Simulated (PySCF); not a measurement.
## Deuteron quadrupole couplings in `FC[C@@H]1C=CCC[C@@H]1F`

Species: C7H10F2.
SMILES with atom numbers: `[F:1][CH2:2][C@@H:3]1[CH:4]=[CH:5][CH2:6][CH2:7][C@@H:8]1[F:9]` (hydrogens: H10, H11 on C2; H12 on C3; H13 on C4; H14 on C5; H15, H16 on C6; H17, H18 on C7; H19 on C8)

Structure used (GFN2-xTB), in Å, numbered top down from 1:
```
atom  x, y, z in Å
F1     3.102    1.012   -0.295
C2     2.301    0.032    0.238
C3     0.910    0.083   -0.401
C4     0.198    1.348   -0.007
C5    -1.069    1.391    0.367
C6    -1.951    0.186    0.442
C7    -1.370   -0.985   -0.349
C8     0.107   -1.161   -0.015
F9     0.237   -1.396    1.344
H10    2.794   -0.925    0.036
H11    2.249    0.207    1.316
H12    1.048    0.073   -1.490
H13    0.802    2.242   -0.045
H14   -1.518    2.329    0.661
H15   -2.057   -0.104    1.492
H16   -2.948    0.430    0.068
H17   -1.910   -1.903   -0.115
H18   -1.455   -0.795   -1.420
H19    0.520   -2.055   -0.503
```

Level: PBE0/pcSseg-1 (PySCF, non-relativistic); Q(2H) = 0.00286 b; rigid geometry, the same for H and D, with no vibrational averaging.

Problem. Rank these positions by the coupling χzz of a deuteron there, largest first.
A. H15 (methylene hydrogen)
B. H12 (methine hydrogen)
C. H16 (methylene hydrogen)
D. H13 (vinylic hydrogen)
E. H19 (methine hydrogen)

Solution. D (219 kHz), C (205 kHz), A (200 kHz), B (195 kHz), E (189 kHz).

Problem. What are Vzz, η and χzz (234.96 MHz × Q × Vzz) at all hydrogens?

Solution. 
```csv
atom,bonded to,bond length (Å),Vzz (au),η,χzz (kHz)
H10,C2,1.095,0.2886,0.07,194
H11,C2,1.094,0.2875,0.06,193
H12,C3,1.098,0.2903,0.01,195
H13,C4,1.080,0.3264,0.06,219
H14,C5,1.081,0.3282,0.06,221
H15,C6,1.095,0.2982,0.03,200
H16,C6,1.092,0.3047,0.03,205
H17,C7,1.091,0.3044,0.02,205
H18,C7,1.091,0.3046,0.03,205
H19,C8,1.099,0.2817,0.06,189
```

Problem. How does χzz go with the bond length over the 10 C–H bonds?

Solution. A straight-line fit has a slope of -16.0 kHz for each 0.01 Å, with a correlation coefficient of -0.96, over lengths from 1.080 to 1.099 Å. The longer bonds have the smaller couplings here.

Problem. Give the 2H NMR doublet splittings at H16 for a magnetic field along the z, y and x axes of the gradient: 3χ/2, 3χ(1 + η)/4, 3χ(1 − η)/4.

Solution. With |χ| = 204.8 kHz and η = 0.031: 307, 158 and 149 kHz, to first order and without motion.

Geometry: GFN2-xTB, one conformer, isolated molecule. GFN2-xTB bond lengths can be off by several hundredths of an ångström, more for odd bonds, and the gradients follow them. The basis is small and wasn't made for field gradients, so the couplings can be 20 % off.
